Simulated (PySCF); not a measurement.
C₅H₃Br, SMILES C#CC=C=CBr.

Geometry optimised at TPSSh-D3(BJ)/def2-SVP. The structure was generated by enumeration, and PubChem lists no compound with its InChIKey, so it may never have been made.

Two levels are set side by side: PBE/def2-TZVP (PySCF) and PBE0/def2-TZVP (PySCF). Same geometry, gas phase. Differences are taken from unrounded values.

| quantity | PBE0 | PBE | PBE minus PBE0 |
|---|---|---|---|
| orbital gap (eV) | 5.56 | 3.64 | -1.91 |
| highest occupied level (eV) | -7.41 | -6.36 | 1.05 |
| lowest empty level (eV) | -1.85 | -2.71 | -0.86 |
| dipole moment (D) | 1.32 | 1.28 | -0.04 |
| mean polarisability (bohr³) | 86.9 | 89.5 | 2.7 |

PBE's occupied levels lie high since its potential decays too fast outside the molecule; exact exchange lowers them and widens the gap. Loosely held outer electrons make PBE densities more polarisable. Differences between two approximate levels are no errors against the true value.

Rough cost on one machine, each run with all the roots and properties that it gave: PBE0 against PBE within a factor of 2.
